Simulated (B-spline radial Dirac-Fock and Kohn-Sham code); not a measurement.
**Kohn-Sham estimates against Dirac-Fock for the levels of Pm**

System: neutral promethium, [Xe] 4f5 6s2.

The density-functional columns are spherical, spin-unpolarised Dirac-Kohn-Sham results without Breit or QED terms: −ε is minus the orbital energy of the initial state and ΔSCF the difference of two total energies. The reference in the last column comes from Dirac-Fock (average of configuration) total-energy differences with a finite nucleus, the Breit interaction including its frequency dependence, and self-energy and vacuum-polarisation corrections. All numbers are from a radial atomic solver, in eV; a selection of levels is shown. The Kohn-Sham columns are given as differences from the reference. For the 1s level of heavy atoms much of the gap between ΔSCF and the reference is the Breit and QED part, -184.1 eV here; for other levels the error of the functional can be larger.

| level | PBE −ε − DF | PBE ΔSCF − DF | LDA −ε − DF | PBE0 −ε − DF | Dirac-Fock |
| --- | --- | --- | --- | --- | --- |
| 1s | -212.6 | +217.2 | -256.8 | -92.9 | 45187.1 |
| 2s | -128.4 | -52.9 | -134.4 | -78.3 | 7437.5 |
| 2p1/2 | -96.0 | +0.3 | -98.5 | -53.1 | 7017.8 |
| 2p3/2 | -102.6 | -15.4 | -104.5 | -60.2 | 6464.3 |
| 3s | -63.4 | -41.5 | -65.2 | -38.6 | 1657.2 |
| 3p1/2 | -50.2 | -27.0 | -51.0 | -28.7 | 1478.0 |
| 3p3/2 | -49.6 | -27.9 | -50.1 | -28.7 | 1364.7 |
| 3d3/2 | -30.5 | -4.8 | -30.5 | -14.2 | 1057.0 |
| 3d5/2 | -31.1 | -5.9 | -31.0 | -14.9 | 1033.1 |
| 4s | -28.5 | -19.6 | -29.4 | -16.8 | 345.4 |
| 4p1/2 | -22.0 | -13.2 | -22.4 | -12.1 | 275.7 |
| 4p3/2 | -22.0 | -13.5 | -22.6 | -12.4 | 251.2 |
| 4d3/2 | -10.0 | -1.9 | -10.2 | -3.7 | 135.2 |
| 4d5/2 | -10.1 | -2.0 | -10.2 | -3.8 | 130.9 |
| 4f | -3.0 | +3.6 | -2.8 | -3.6 | 5.11 |
| 5s | -7.9 | -2.6 | -7.8 | -4.5 | 49.74 |
| 5p1/2 | -3.8 | +1.1 | -3.7 | -1.6 | 28.80 |
| 5p3/2 | -3.8 | +1.0 | -3.8 | -1.7 | 25.53 |
| 6s | -1.1 | +1.3 | -0.9 | -0.5 | 4.62 |

For the outermost level NIST gives 5.58187 eV (measured); the differences from it are PBE −ε -2.04, PBE ΔSCF +0.29, LDA −ε -1.91, PBE0 −ε -1.50, Dirac-Fock -0.96 eV.

Values without a named source are computed, but for edge energies of neutral atoms, which are taken from tables.
